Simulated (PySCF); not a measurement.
**Excitation energy of Sn⁺ by level of theory**

Sn⁺ [Kr] 4d10 5s2 5p1 (2P) → Sn⁺ [Kr] 4d10 5s1 5p2 (4P), as a difference of total energies. Calculation: PySCF 2.14, in dyall-av2z; no relativity, point nucleus. Correlated levels: valence: [Kr] 4d10 frozen; virtual orbitals above 40 to 60 times the deepest correlated orbital energy dropped. The calculations carry no spin-orbit coupling.

```tsv
method	excitation energy (eV)
UHF	3.439
MP2 (valence)	4.074
SCS-MP2 (valence)	4.300
CCSD (valence)	4.370
CCSD(T) (valence)	4.384
```

Q: How much does correlation contribute at CCSD(T) (valence)?

A: 4.384 − (3.439) = 0.945 eV, measured against UHF.

These non-relativistic numbers lack the scalar-relativistic shift.

For comparison: 5.753 eV (measured; NIST levels, between the centres of gravity of the two terms).
